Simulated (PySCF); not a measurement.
Trend along the fifth-period p block: MBe anions

MP2 with double-zeta basis sets in PySCF, for the lowest determinant that a PBE0 search found; no spin–orbit coupling. De refers to high-spin ground-configuration atoms (the charge goes to the atom of lower measured ionisation energy or higher electron affinity, which is not always the lowest computed limit).

```json
{"M": "In", "basis": "aug-cc-pVDZ/aug-cc-pVDZ-PP", "reference, frozen orbitals": "UHF, 4", "charged atom": "In−", "state (unpaired electrons)": "triplet (π ↑↑)", "Re (Å)": "2.432", "ωe (cm⁻¹)": "407", "De (eV)": "1.06"}
{"M": "Sn", "basis": "aug-cc-pVDZ/aug-cc-pVDZ-PP", "reference, frozen orbitals": "UHF, 4", "charged atom": "Sn−", "state (unpaired electrons)": "quartet (σ ↑, π ↑↑)", "Re (Å)": "2.444", "ωe (cm⁻¹)": "407", "De (eV)": "1.04"}
{"M": "I", "basis": "aug-cc-pVDZ/aug-cc-pVDZ-PP", "reference, frozen orbitals": "RHF, 4", "charged atom": "I−", "state (unpaired electrons)": "singlet (closed shell)", "Re (Å)": "2.473", "ωe (cm⁻¹)": "304", "De (eV)": "0.73"}
```

The shortest bond is that of BeIn⁻ (2.432 Å), the longest that of BeI⁻ (2.473 Å).

The state changes along the series, so neighbouring rows are not always alike in their bonding.

Correlated steps freeze 4 core orbitals. Correlated levels converge slowly with the basis: in double zeta they bind strong bonds too weakly, by up to about 1 eV, and carry superposition errors of some tenths. These are scalar-relativistic numbers at best; spin–orbit coupling would shift them, the dissociation energy most. For an ion De counts to the pair picked by the measured ionisation energies or electron affinities, which need not be the lowest pair at this level. States were picked by a PBE0 search and need not be the measured ground states.
